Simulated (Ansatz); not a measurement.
C2H6BNS can be A, `CB1NCS1`, or B, `CNBC=S`.

Program: Ansatz. Geometries: PBE0-D4/def2-TZVP. ΔE: electronic, gas phase. CCSD(T)/CBS adds triple-zeta CCSD(T) − MP2 to the extrapolated MP2 energy (def2 sets, frozen cores). Functionals use def2-TZVPP. B3LYP here is the variant with VWN-RPA as its local correlation; programs differ in this. Each species was taken in one conformer, which may not be the lowest.

Which isomer does CCSD(T)/CBS put lower? Give the gap. (Estimate.)

Ansatz gave: A, by 29.4 kcal/mol.

Give E(B) − E(A) in kcal/mol with MP2/def2-TZVPP, B2PLYP, HF/def2-TZVPP, CCSD/def2-TZVPP, B3LYP, B3LYP-D4, CCSD(T)/def2-TZVPP. (An estimate is asked.)

The calculation gave: MP2/def2-TZVPP 31.8, B2PLYP 27.8, HF/def2-TZVPP 26.9, CCSD/def2-TZVPP 29.0, B3LYP 26.5, B3LYP-D4 26.8, CCSD(T)/def2-TZVPP 28.6. None reverses the order clearly.

Largest T1 diagnostic: 0.016.

In def2-TZVPP, CCSD(T) changes the Hartree–Fock value by +1.7 kcal/mol (the triples alone add −0.4 kcal/mol) and MP2 by +4.9 kcal/mol. From PBE to PBE0 (25 % exact exchange), in def2-TZVPP and without D4, E(B) − E(A) moves by +2.8 kcal/mol.
